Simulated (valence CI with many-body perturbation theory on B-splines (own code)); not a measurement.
Values are calculated unless marked as measured or tabulated.
## Hyperfine factors and g values of Er⁵⁴⁺

Method: configuration interaction combined with many-body perturbation theory (CI+MBPT): four valence electrons over a frozen Dirac-Fock core [Ne], a basis of 11 s, 11 p, 10 d, 8 f, 5 g, 2 h functions for each j, with the one-electron correlation potential Σ1 (screened to all orders), the two-electron term Σ2, the three-electron term Σ3, Breit, model QED; selected single and double excitations, second order for the rest, scaled by the run's own slope (own B-spline code, finite nucleus).

The last digits are not significant, and no measured levels were compared; by estimate large intervals hold to a few tenths of a per cent, small ones and those within an open d or f shell to about a per cent. Among the levels kept, up to 570 cm⁻¹ of a level comes from second order outside the variational space, and about a tenth of that is noise between levels of different J, which matters for small intervals.

A/g_I is the dipole constant over the nuclear g factor μ/I (μ in nuclear magnetons, uniformly magnetised nucleus), B/Q the quadrupole constant per barn. Both hold the static response of the core; the bare values leave it out. Large factors of s and p1/2 electrons are usually good to 5 to 10 %; those of open d and f shells near neutrality can be off by tens of per cent, and small factors of p3/2, d and f electrons come from cancelling terms and can be off by a factor of two or in sign, in half-filled shells by more. B is blank for J = 1/2, where it vanishes, and for nearly pure S terms. Energies count from the lowest level. Levels with J = 0 are left out.

Levels are named by their leading jj configuration (3d3/2^4 stands for four electrons in 3d with j = 3/2), which in mixed levels can hold well under half, so a name can repeat and another be missing. Letters in brackets count levels of one name in rising energy.

```
                         Level  E (Ry)      g  A/g_I (MHz)  A/g_I bare  B/Q (MHz/b)  B/Q bare
        (3s^2 3p1/2 3p3/2) J=1  16.905  1.491      -115000     -110000       158000    155000
        (3s^2 3p1/2 3p3/2) J=2  17.530  1.168       435000      428000       285000    281000
        (3s 3p1/2^2 3p3/2) J=2  27.712  1.540      1050000     1030000       287000    283000
        (3s 3p1/2^2 3p3/2) J=1  29.593  1.035      -670000     -651000       175000    173000
        (3s^2 3p1/2 3d3/2) J=2  31.449  0.755       379000      375000        62200     63800
        (3s^2 3p1/2 3d3/2) J=1  34.251  0.877      -299000     -288000        46200     46600
            (3s^2 3p3/2^2) J=2  34.898  1.310       164000      163000        29400     29000
        (3s^2 3p1/2 3d5/2) J=2  36.690  1.295      -120000     -114000        37600     39200
        (3s^2 3p1/2 3d5/2) J=3  36.753  1.111       244000      242000        41900     44100
        (3s 3p1/2^2 3d3/2) J=1  42.517  0.427      -840000     -819000        25400     26300
        (3s 3p1/2^2 3d3/2) J=2  42.985  1.140       978000      959000        49200     50700
    (3s 3p1/2 3p3/2^2) J=2 [a]  44.194  1.516       682000      671000        90000     88700
        (3s 3p1/2 3p3/2^2) J=3  45.347  1.310       908000      891000        21400     21200
    (3s 3p1/2 3p3/2^2) J=1 [a]  47.074  1.270       833000      818000      -228000   -225000
    (3s 3p1/2 3p3/2^2) J=2 [b]  47.137  1.083       103000      104000       -23600    -23100
        (3s 3p1/2^2 3d5/2) J=3  47.447  1.353       657000      646000        46200     48300
    (3s 3p1/2 3p3/2^2) J=1 [b]  47.850  1.352       556000      548000       156000    154000
        (3s 3p1/2^2 3d5/2) J=2  48.369  1.022      -553000     -537000        26800     28900
        (3s^2 3p3/2 3d3/2) J=3  50.828  1.094       148000      149000       327000    325000
        (3s^2 3p3/2 3d3/2) J=2  51.001  1.060        40400       43200       -27600    -27200
        (3s^2 3p3/2 3d3/2) J=1  51.064  1.123       184000      183000      -150000   -149000
        (3s^2 3p3/2 3d5/2) J=4  53.229  1.240        81800       83000       385000    383000
        (3s^2 3p3/2 3d5/2) J=2  53.799  1.242        73400       75100      -204000   -201000
        (3s^2 3p3/2 3d5/2) J=3  55.464  1.191        95600       96400        10500     12300
        (3s^2 3p3/2 3d5/2) J=1  56.092  1.076       -20900      -17400        50500     50700
(3s 3p1/2 3p3/2 3d3/2) J=2 [a]  57.483  1.188       261000      260000        12100     12100
(3s 3p1/2 3p3/2 3d3/2) J=1 [a]  58.223  1.152       417000      412000      -146000   -145000
(3s 3p1/2 3p3/2 3d3/2) J=3 [a]  58.565  1.141       598000      589000        76100     75900
(3s 3p1/2 3p3/2 3d3/2) J=2 [b]  58.716  1.171       329000      326000       -46100    -45800
    (3s 3p1/2 3p3/2 3d3/2) J=4  59.655  1.174       709000      698000       259000    257000
(3s 3p1/2 3p3/2 3d3/2) J=2 [c]  60.592  0.906       398000      392000       -98500    -96600
(3s 3p1/2 3p3/2 3d3/2) J=3 [b]  60.973  1.314       637000      628000       261000    258000
(3s 3p1/2 3p3/2 3d3/2) J=1 [b]  61.301  1.753      1500000     1470000        95600     94700
(3s 3p1/2 3p3/2 3d3/2) J=2 [d]  61.361  1.410       758000      746000        67600     65300
```

Task: Take the isotope of mass number 167, with I = 7/2, μ = -0.5623 μN and Q = 3.57 b. What is the hyperfine structure of (3s^2 3p1/2 3d3/2) J=2?

Result: From the table A = -61000 MHz, B = 222000 MHz. Shifts from the centre of gravity in MHz: F = 3/2: 668000, F = 5/2: 416000, F = 7/2: 120000, F = 9/2: -167000, F = 11/2: -372000.
